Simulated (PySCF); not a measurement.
## Correlation energy of C³⁺ (carbon, charge +3)

[He] 2s1, 2S determinant. Calculation: PySCF 2.14, in x2c-TZVPPall (5s3p2d1f, 31 functions); the spin-free X2C one-electron Hamiltonian (Gaussian nucleus). Frozen: nothing; 3 electrons correlated.

```
  level  correlation energy (mhartree)
   CCSD                         -15.94
    (T)                          -0.01
CCSD(T)                         -15.95
  CCSDT                         -15.95
```

Diagnostics: T1 = 0.00033, D1 = 0.0007, largest double amplitude 0.012.

Is a single reference adequate?

Yes: T1 lies below 0.03 and no double amplitude reaches 0.07.

This basis was not built for core-valence correlation, so the inner-shell part is incomplete.
